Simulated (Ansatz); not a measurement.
```yaml
crystal:
  periodic: [false, false, false]
  atoms:
    - {symbol: Si, position_ang: [-0.789129, -0.004819, -0.536467]}
    - {symbol: C, position_ang: [-0.762032, -0.025961, 1.295904]}
    - {symbol: C, position_ang: [-0.752947, -0.040157, 2.512130]}
    - {symbol: H, position_ang: [-0.743411, -0.052686, 3.587895]}
    - {symbol: C, position_ang: [0.924567, 0.027060, -1.185301]}
    - {symbol: C, position_ang: [2.058685, 0.048171, -1.624418]}
    - {symbol: H, position_ang: [3.062372, 0.066840, -2.011430]}
    - {symbol: H, position_ang: [-1.516325, 1.208102, -1.004859]}
    - {symbol: H, position_ang: [-1.481790, -1.226540, -1.033455]}
basis:
  gaussian: {orbitals: def2-mTZVP}
magnetization: {spin_polarized: true, initial_magnetization: 0}
hamiltonian: {xc: {name: PBE0-DH}, pseudopotentials: {relativity: none}}
scf: {lower_state_search: light}
```

```sh
$ ansatz run in.yaml --threads 2 --pin off --events-out ev --progress --plain --max-ram 22528MiB --backend cpu
```

Output, abridged:

```
Functional definition: PBE0-DH
1029 factors; integrals over basis functions are off by at most 1.0e-3 eV
mean field evaluation 1: about -12071.0573 eV, gradient 3.2e1 eV
mean field evaluation 2: about -12071.0732 eV, gradient 3.2e1 eV
mean field evaluation 4: about -12076.0265 eV, gradient 2.3e0 eV
mean field evaluation 8: about -12076.0513 eV, gradient 2.0e-1 eV
mean field evaluation 16: about -12076.0515 eV, gradient 4.9e-5 eV
mean field -12076.05153658 eV, -443.7867085277 hartree, gradient 1.8e-6 eV, S^2 0.000000; 0 other end points of the search recorded, 0 dependent functions left out
9 core orbitals not correlated: weight in the atoms' cores, before any rotation towards them, 1.000 or more for the frozen orbitals, at most 0.000 for the correlated occupied ones
reference -12076.05155817 eV, -443.7867093208 hartree; 12, 12 occupied and 89, 89 virtual orbitals, 1029 factors
second order -20.65112575 eV of doubles, -0.00000000 eV of singles
Total energy: -12078.63294888 eV, -443.8815736800 hartree
```

Hardware: 2 threads of AMD EPYC 7R13 on a shared host. Wall time 2.6 s.

Correlated methods freeze 9 core orbitals.
